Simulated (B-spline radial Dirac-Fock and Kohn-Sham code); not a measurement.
**Binding energies of Cs³⁴⁺ at several levels of theory**

System: the Cs³⁴⁺ ion, [Ar] 3d3.

The density-functional columns are spherical, spin-unpolarised Dirac-Kohn-Sham results without Breit or QED terms: −ε is minus the orbital energy of the initial state and ΔSCF the difference of two total energies. The reference in the last column comes from Dirac-Fock ΔSCF + Breit + QED. All numbers are from a radial finite-basis atomic code, in eV; a selection of levels is shown. For the 1s level of heavy atoms much of the gap between ΔSCF and the reference is the Breit and QED part, -132.2 eV here; for other levels the error of the functional can be larger.

```tsv
level	LDA −ε	LDA ΔSCF	Dirac-Fock
K	37421.1	37832.1	37710.7
L1	7254.6	7350.8	7395.1
L2	6939.2	7054.1	7048.0
L3	6583.1	6691.4	6695.0
M1	2583.0	2623.9	2645.9
M2	2460.8	2503.6	2504.0
M3	2379.4	2420.8	2423.2
M4,5	2174.0	2220.9	2219.2
```

Values without a named source are computed, but for edge energies of neutral atoms, which are taken from tables.
